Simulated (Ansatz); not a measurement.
Energy needed to pull apart CuCl (SMILES [Cl][Cu]), closed shell, into free ground-state atoms, from the structure below (displaced at random from a GFN2-xTB minimum); no zero-point or spin–orbit terms; open-shell atoms are treated unrestricted, in their ground-state multiplicity.

```
atom    x (Å)    y (Å)    z (Å)
 Cl1   0.9452  -0.3911   0.2640
 Cu2  -0.9227   0.1903  -0.4829
```

Ansatz 0.2.0; basis: def2-TZVPP; cores frozen in the correlated methods. The 3s and 3p shells of Cu and Zn are frozen; filled d shells are correlated.

```tsv
method	atomization energy (kcal/mol)
SPW92	100.1
PBE-D4	86.7
revPBE-D4	82.8
r2SCAN-D4	87.3
PBE0-D4	?
wB97M-V	?
HF	59.2
MP2	88.8
CCSD	81.4
CCSD(T)	83.6
```

Q: What does wB97M-V give? (An estimate is asked for; the value comes from the calculation.)

A: The calculation gives: 88.9 kcal/mol, which is about 5.3 kcal/mol more than CCSD(T)/def2-TZVPP.

Q: What does PBE0-D4 give? (Judge from chemistry; the value comes from the calculation.)

A: The calculation gives: 84.4 kcal/mol, which is about 0.9 kcal/mol more than CCSD(T)/def2-TZVPP.

In triple zeta the MP2 and coupled-cluster atomization energies are still short of their basis limit by a few kcal/mol a bond, whereas those of the functionals are nearly converged, so these differences are not deviations from converged CCSD(T).

No T1 diagnostic of these runs exceeds 0.027. The T1 diagnostic is large here, which may signal multireference character or strong orbital relaxation, so CCSD(T) is less sure.

For scale, one of the runs: CCSD(T)/def2-TZVPP forces, 106 basis functions (an equivalent command: `ansatz run in.yaml --threads 4`). Hardware: 4 CPU threads, shared host. Wall time about 8 s.
